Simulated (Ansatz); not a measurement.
The inner images of a band of F3H3OSi2 + FH (11 atoms, charge 0, multiplicity 1) are given out of order.

Method: RKS LDA/def2-SVP in Ansatz 0.2.0.

Initial state:

```xyz
11
Properties=species:S:1:pos:R:3
Si -0.220 0.266 0.051
O -0.966 0.389 1.458
Si -1.270 -0.442 2.893
H -1.904 -1.769 2.613
H -0.003 -0.568 3.686
H -2.232 0.441 3.634
F 1.347 -0.135 0.250
F -0.190 1.672 -0.688
F -0.842 -0.797 -0.950
F 0.406 -2.042 1.436
H 1.122 -1.501 1.110
```

Final state:

```xyz
11
Properties=species:S:1:pos:R:3
Si -0.029 -0.334 -0.084
O 0.187 -0.581 1.889
Si -1.143 -0.320 2.952
H -2.294 -1.212 2.608
H -0.580 -0.714 4.291
H -1.478 1.134 2.925
F 1.158 0.730 0.064
F -1.502 0.119 0.458
F -0.356 -0.176 -1.651
F 0.419 -1.884 -0.093
H 0.864 -1.245 2.132
```

Task: Put them in order from the first end to the last, with their energies above the first end.
A.
```xyz
11
Properties=species:S:1:pos:R:3
Si -0.126 0.109 0.092
O -0.086 0.005 1.730
Si -1.307 -0.385 2.841
H -2.335 -1.221 2.135
H -0.636 -1.157 3.936
H -1.910 0.885 3.362
F 1.349 0.255 -0.470
F -0.923 1.435 -0.294
F -0.920 -1.093 -0.574
F 1.147 -2.029 1.076
H 0.994 -1.290 1.659
```
B.
```xyz
11
Properties=species:S:1:pos:R:3
Si -0.202 0.195 0.113
O -0.488 0.390 1.678
Si -1.336 -0.416 2.884
H -2.240 -1.427 2.240
H -0.392 -1.061 3.853
H -2.139 0.645 3.578
F 1.384 -0.046 -0.100
F -0.555 1.530 -0.675
F -0.997 -0.989 -0.584
F 0.784 -1.970 1.395
H 1.428 -1.336 1.110
```
C.
```xyz
11
Properties=species:S:1:pos:R:3
Si 0.130 -0.301 0.078
O 0.086 -0.584 1.888
Si -1.331 -0.308 2.865
H -2.498 -0.949 2.189
H -0.954 -1.053 4.114
H -1.487 1.152 3.124
F 1.116 0.800 -0.541
F -1.097 0.758 0.450
F -0.779 -1.204 -0.891
F 1.317 -1.470 0.251
H 0.745 -1.327 1.966
```
D.
```xyz
11
Properties=species:S:1:pos:R:3
Si -0.063 -0.082 0.161
O -0.060 -0.337 1.805
Si -1.369 -0.309 2.883
H -2.513 -1.047 2.247
H -0.873 -1.035 4.097
H -1.750 1.101 3.215
F 1.274 0.552 -0.415
F -1.152 1.093 0.017
F -0.692 -1.255 -0.710
F 1.396 -1.729 0.667
H 1.050 -1.435 1.526
```
E.
```xyz
11
Properties=species:S:1:pos:R:3
Si 0.042 -0.363 0.005
O 0.143 -0.635 1.882
Si -1.236 -0.280 2.885
H -2.454 -0.985 2.384
H -0.792 -0.923 4.172
H -1.361 1.196 3.058
F 1.049 0.868 -0.146
F -1.357 0.364 0.537
F -0.597 -0.714 -1.431
F 1.015 -1.681 0.038
H 0.794 -1.333 2.110
```

Result: B (+10.7 kJ/mol), A (+20.0 kJ/mol), D (+12.4 kJ/mol), C (-4.6 kJ/mol), E (-12.5 kJ/mol).

Run time: 36 s on 4 threads of AMD EPYC 9R45 (Zen 5), on a shared host, peak memory 0.2 GiB.
